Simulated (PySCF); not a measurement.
Isomers of C7H6 and their computed core-level spectra.

Computed, not measured: delta-SCF UKS SCAN, pcX-2 on the ionised atom, pcseg-1 elsewhere, spin-free X2C (PySCF). Geometries: PBE0-D3(BJ)/def2-SVP; isolated species, one conformer each.

Line lists (1s up to Mg, 2p3/2 beyond; areas count atoms within a level, one atom standing for each set equivalent by bonding):
1. C 1s: 289.77 (area 2), 289.89 (area 2), 290.60 (area 1), 290.71 (area 1), 290.87 (area 1) eV
2. C 1s: 290.09 (area 2), 290.22 (area 2), 290.49 (area 2), 291.48 (area 1) eV
3. C 1s: 290.08 (area 1), 290.10 (area 2), 290.48 (area 2), 290.67 (area 1), 291.75 (area 1) eV

Structures:
A. 1,3,5-norcaratriene, `c1ccc2c(c1)C2`
B. 5-ethynylcyclopentadiene, `C#CC1C=CC=C1`
C. fulvenallene, `C=C=C1C=CC=C1`

Task: Match each list to its structure.

Result: 
- 1 = C: another candidate has the same counts of sites, so positions decide. C 1s: 289.77 alkene CH carbon (×2), 289.89 alkene CH carbon (×2), 290.60 central carbon of cumulated double bonds, 290.71 outer carbon of cumulated double bonds, 290.87 outer carbon of cumulated double bonds.
- 2 = A: no other candidate has these counts of sites. C 1s: 290.09 substituted aromatic carbon (×2), 290.22 aromatic CH carbon (×2), 290.49 aromatic CH carbon (×2), 291.48 benzylic-type carbon.
- 3 = B: another candidate has the same counts of sites, so positions decide. C 1s: 290.08 terminal alkyne carbon, 290.10 alkene CH carbon (×2), 290.48 alkene CH carbon (×2), 290.67 alkyne carbon, 291.75 allylic carbon.

3 of these hole states are spin-contaminated (⟨S²⟩ up to 0.95, against 0.75; counted from 0.85) and less certain.
